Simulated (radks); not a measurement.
Initial-state core-level shifts of neutral niobium when its valence configuration changes from [Kr] 4d4 5s1. Calculated with a radial shooting solver on a logarithmic mesh with Libxc functionals: Dirac Kohn-Sham, PBE, spin-unpolarised, spherical densities, finite nucleus; open shells fill j = l - 1/2 first; Fermi nuclear charge, rms radius 4.324 fm. Shifts are changes of the shell-averaged eigenvalues in eV (positive: less bound); the change of the density at the nucleus, which sets a Mossbauer isomer shift, is in e/bohr^3, on a base of 8.25e+04.

| valence | 1s | 2s | 2p | 4s | density at nucleus |
|---|---|---|---|---|---|
| 4d3.5 5s1.5 | -1.160 | -1.253 | -1.246 | -1.160 | +6.030 |
| 4d3 5s1 5p1 | -3.736 | -3.908 | -3.894 | -3.704 | +3.252 |
| 4d2 5s2 5p1 | -6.883 | -7.329 | -7.296 | -6.679 | +19.283 |
| 4d1.5 5s1.5 5p2 | -9.811 | -10.407 | -10.363 | -9.429 | +16.699 |
| 4d2 5s1 5p2 | -8.040 | -8.472 | -8.438 | -7.815 | +7.652 |
| 4d3 5s2 | -2.494 | -2.694 | -2.680 | -2.468 | +12.939 |
| 4d5 | +1.696 | +1.846 | +1.835 | +1.769 | -9.850 |
| 4d2.5 5s1.5 5p1 | -5.240 | -5.541 | -5.519 | -5.142 | +10.780 |
| 4d1.5 5s1 5p2.5 | -10.422 | -11.011 | -10.965 | -10.021 | +10.233 |
